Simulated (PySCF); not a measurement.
PySCF 2.14 output of an unrestricted LDA calculation on a single atom or ion in aug-cc-pwCVDZ-PP with ECP28MDF (6s5p4d1f, 48 functions), with a scalar-relativistic core potential:

```
SCF conv_tol = 1e-09
number electrons alpha = 12  beta = 10
    P. A. M. Dirac.,  Math. Proc. Cambridge Philos. Soc. 26, 376 (1930)
    F. Bloch.,  Z. Phys. 57, 545 (1929)
    S. H. Vosko, L. Wilk, and M. Nusair.,  Can. J. Phys. 58, 1200 (1980)
cycle= 1 E= -189.810126139591  delta_E= -0.0149  |g|= 0.146  |ddm|=  1.3
cycle= 2 E= -189.809761241805  delta_E= 0.000365  |g|= 0.154  |ddm|= 0.623
cycle= 3 E= -189.815055010357  delta_E= -0.00529  |g|= 0.00855  |ddm|= 0.375
cycle= 4 E= -189.815152413066  delta_E= -9.74e-05  |g|= 0.00112  |ddm|= 0.0552
cycle= 5 E= -189.815155805861  delta_E= -3.39e-06  |g|= 8.53e-05  |ddm|= 0.00875
cycle= 6 E= -189.815155821277  delta_E= -1.54e-08  |g|= 5.14e-06  |ddm|= 0.000666
cycle= 7 E= -189.815155821346  delta_E= -6.92e-11  |g|= 1.62e-06  |ddm|= 5.62e-05
converged SCF energy = -189.815155821346  <S^2> = 2.0007452  2S+1 = 3.0004967
```

The run itself started from symmetry-adapted Hartree-Fock orbitals and held the occupation by maximum overlap, on a logarithmic radial grid, so the iterations belong to that start.

Question: Which element, charge and spin multiplicity is this?

Answer: In⁻ (indium, charge -1), multiplicity 3; the state was [Kr] 4d10 5s2 5p2, high-spin 3P determinant.

Energies and moments cover only the electrons outside the core potential. At LDA the highest occupied level has a positive energy, so only the finite basis holds that electron; in a semilocal or global hybrid functional this comes from self-interaction and does not mean that the real anion is unbound.
